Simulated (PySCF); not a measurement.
SMILES CC[SiH2]Br, GFN2-xTB optimised geometry. Atoms within 1.6 Å of the plane z = 0.6 Å (x, y, z in Å): C1 (1.04, 0.16, 1.22), C2 (0.44, -0.54, 0.00), Si3 (-1.45, -0.54, 0.00), Br4 (-2.13, 1.57, 0.00), H5 (2.13, 0.13, 1.18), H6 (0.73, 1.20, 1.25), H7 (0.73, -0.32, 2.14), H8 (0.80, -1.57, -0.03), H9 (0.81, -0.06, -0.91), H11 (-2.01, -1.12, 1.22).

Level of theory: B3LYP/def2-TZVP (PySCF).

Map of the HOMO−1 amplitude (bohr^(-3/2)) on the plane z = 0.6 Å; orbital energy -7.95 eV, overall sign arbitrary:

```
|222222222222222222222222222|
|222222222222222222222222222|
|222222222222222222222222222|
|222222222222222222222222222|
|222222232222222222222222222|
|222223333322222222222222222|
|222234555432222222222222222|
|222235787543222222222222222|
|222346899643222222222222222|
|222346899643222111222222222|
|222235787543222111122222222|
|222233455432222111222222222|
|222222333332222222222222222|
|222222222222222222222222222|
|222221111111122222222222222|
|222211100011112222222222222|
|222111000001112222222222222|
|222111100011111222222222222|
|222211111111111222222222222|
|222211111111112222222222222|
|222221111111222222222222222|
|222222222222222222222222222|
|222222222222222222222222222|
|222222222222222222222222222|
|222222222222222222222222222|
|222222222222222222222222222|
|222222222222222222222222222|
```
Scale: ten equal steps from -0.059 (start of '0') to 0.216 (end of '9'), in the order '0123456789'; x runs from -4.50 to 4.50, y from -4.50 (bottom) to 4.50 (top).
